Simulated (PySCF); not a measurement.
## Correlation energy of Tl (thallium, neutral)

[Xe] 4f14 5d10 6s2 7s1, 2S determinant (an excited configuration). All numbers are calculated (PySCF 2.14, scalar relativity through the core potential, in aug-cc-pVTZ-PP with one added diffuse shell each of d, f type with ECP60MDF (6s5p5d3f, 67 functions)). Frozen: 5s2 5p6 5d10; 3 electrons correlated.

| level | correlation energy (mhartree) |
| --- | --- |
| CCSD | -32.29 |
| (T) | -0.43 |
| CCSD(T) | -32.72 |

Diagnostics: T1 = 0.013, D1 = 0.0314, largest double amplitude 0.061.

Problem. Is a single reference adequate?

Solution. Yes, within this model without spin-orbit coupling: T1 lies below 0.03 and no double amplitude reaches 0.07.
